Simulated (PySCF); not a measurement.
# Exercise with solution: oscillator strength and radiative lifetime

C₂H₉FSi₃, SMILES F[C@H]1C[SiH2][Si@@H]1[SiH3].

Geometry optimised at B3LYP-D3(BJ)/def2-SVP. The structure was generated by enumeration; whether it is a known compound was not checked.

TDA-PBE/def2-SVPD run with PySCF puts the first singlet state with f over 0.02 at 5.56 eV (vertical), with the transition dipole (0.674, -0.147, -0.167) in atomic units.

### Question
Find the oscillator strength, the wavelength and the radiative lifetime that this transition would have in vacuum if emission retraced absorption.

### Answer

|μ|² = 0.5038 au, so |μ| = 1.80 D. ΔE = 5.56/27.211 = 0.2043 hartree. f = (2/3) ΔE |μ|² = 0.069 (the program prints 0.069).
λ = 1239.84/5.56 = 223 nm; ν = 44844 cm⁻¹.
Einstein's coefficient A = 0.6670 ν² f s⁻¹ (ν in cm⁻¹) = 9.2e7 s⁻¹, so τ = 1/A = 11 ns. This state is S2; the lower singlet has f = 0.007. The figure is the radiative limit of this one transition; relaxation, internal conversion, crossing to triplets and a medium change what is measured.
